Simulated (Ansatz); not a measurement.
Clusters of 6 atoms, alloy: PBE0-D4/def2-SVP single points in Ansatz on relaxed structures, gas phase. Each cluster is the lowest isomer that a short search found in that spin, judged at the geometry's level, and lower ones may exist. Core potentials for Ag, In, no spin–orbit coupling. HOMO and LUMO are taken over both spins. Binding counts from free atoms in the multiplicity of their measured ground term, without zero-point energy. A dash marks a value that wasn't run or was left out as unsound. The structures are stationary points that may keep the symmetry of their start. Remarks come from the PBE and PBE0 runs and from stability tests at other levels; not every state was tested.

| species | atoms | state | geometry | HOMO (eV) | LUMO (eV) | gap (eV) | binding per atom (eV) | point group (within 0.1 Å) | remarks |
| --- | --- | --- | --- | --- | --- | --- | --- | --- | --- |
| CuSe5 | 6 | doublet | PBE-D4/def2-SVP | -6.09 | -4.51 | 1.58 | 2.41 | Cs | – |
| Li4Al2 | 6 | singlet | r2SCAN-D4/def2-TZVP | -3.43 | -1.39 | 2.03 | 1.34 | – | restricted SCF unstable in HF |
| AgGe5⁺ | 6 | singlet | PBE-D4/def2-SVP | -10.87 | -7.65 | 3.21 | – | C2v | restricted SCF unstable in HF |
| Al5Ga | 6 | singlet | PBE-D4/def2-SVP | -5.38 | -3.49 | 1.89 | 1.91 | – | restricted SCF unstable in HF |
| Li5Al⁺ | 6 | doublet | r2SCAN-D4/def2-TZVP | -7.31 | -5.25 | 2.07 | – | Cs | – |
| InGa5 | 6 | singlet | PBE-D4/def2-SVP | -5.12 | -3.25 | 1.87 | 1.75 | – | restricted SCF unstable in HF |
| Li2Al4 | 6 | singlet | r2SCAN-D4/def2-SVP | -4.43 | -2.19 | 2.24 | 1.71 | Cs | restricted SCF unstable in HF |

The gap (eV) runs from 1.58 (CuSe5) to 3.21 (AgGe5⁺).
